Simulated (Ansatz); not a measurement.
The cluster Ta2O4⁺ (the lowest doublet isomer of a short search) was relaxed with r2SCAN-D4 (def2-SVP) in Ansatz in these states: charge +1 doublet, charge +1 quartet. The geometries follow in no particular order.

In the def2 sets Ta takes a core potential; there is no spin–orbit coupling.

A:

```
atom   x (Å)   y (Å)   z (Å)
 Ta1  -0.419  -1.167   0.714
 Ta2  -0.047   1.431  -0.030
  O3   0.677   0.295   1.368
  O4   0.897   1.253  -1.442
  O5   0.431  -2.003  -0.509
  O6  -1.539   0.192  -0.101
```

B:

Cartesian coordinates in Å:
```
Ta 1.3119 -0.2667 0.0727
Ta -1.4483 -0.2540 -0.8019
O -0.1722 -1.3527 0.3423
O -2.4747 0.7186 0.1469
O 2.4592 0.4861 1.4335
O 0.3241 0.6688 -1.1935
```

Judge from the bond lengths which geometry belongs to which state (an estimate).

A is the charge +1 doublet (Ta1–O5 1.708 Å, Ta1–Ta2 2.728 Å, Ta2–O6 1.941 Å); B is the charge +1 quartet (Ta1–O5 1.933 Å, Ta1–Ta2 2.895 Å, Ta2–O6 2.036 Å).

At PBE0-D4/def2-TZVP a doublet lies 2.73 eV below the charge +1 quartet. These are the stationary points nearest to one start from a short search; other shapes may lie lower in each state.
